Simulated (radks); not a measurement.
The titanium ion Ti3+, configuration [Ar] 3d1 (the NIST ground configuration). Method: scalar-relativistic Kohn-Sham, HCTH/407, spin-polarised, spherical densities, point nucleus; open shells are filled with parallel spins first; computed with a radial shooting solver on a logarithmic mesh with Libxc functionals.

Local quantities along the radius. ELF = 1/(1 + alpha^2) is the electron localisation function; alpha = (tau - tau_W)/tau_unif compares the Pauli kinetic energy density with that of the uniform gas (summed over spins); r v_xc is r times the local exchange-correlation potential of spin up (hartree bohr). tau is taken from the large components.

r (bohr)	ELF	alpha	r v_xc
0.002582	1.000	0.01444	-0.04297
0.003283	1.000	0.01476	-0.05647
0.004207	1.000	0.01536	-0.07393
0.005348	1.000	0.01625	-0.09487
0.006798	1.000	0.01758	-0.1205
0.008642	1.000	0.01953	-0.1515
0.01099	1.000	0.02241	-0.1885
0.01408	0.999	0.02695	-0.2333
0.0179	0.999	0.03393	-0.2828
0.02275	0.998	0.04555	-0.3375
0.02892	0.996	0.06622	-0.3950
0.03706	0.988	0.1080	-0.4532
0.04712	0.964	0.1944	-0.5015
0.0599	0.868	0.3907	-0.5315
0.07614	0.597	0.8216	-0.5327
0.0968	0.318	1.466	-0.5259
0.124	0.286	1.581	-0.5951
0.1577	0.499	1.002	-0.7106
0.2005	0.749	0.5792	-0.8293
0.2548	0.843	0.4311	-0.9101
0.3266	0.793	0.5115	-0.9139
0.4151	0.401	1.222	-0.7834
0.5278	0.120	2.703	-0.6746
0.6709	0.386	1.260	-0.8638
0.8529	0.803	0.4960	-1.059
1.093	0.852	0.4170	-1.063
1.389	0.748	0.5812	-0.9614
1.766	0.416	1.186	-0.6401
2.245	0.082	3.337	-0.4723
2.877	0.007	12.13	-0.3085
3.658	0.001	42.54	-0.4257
4.65	0.000	182.0	-0.2902

On this mesh the ELF has minima near r = 0.11, 0.53 bohr, which separate the shells, and maxima near 0.25 (0.84), 1.1 (0.85).
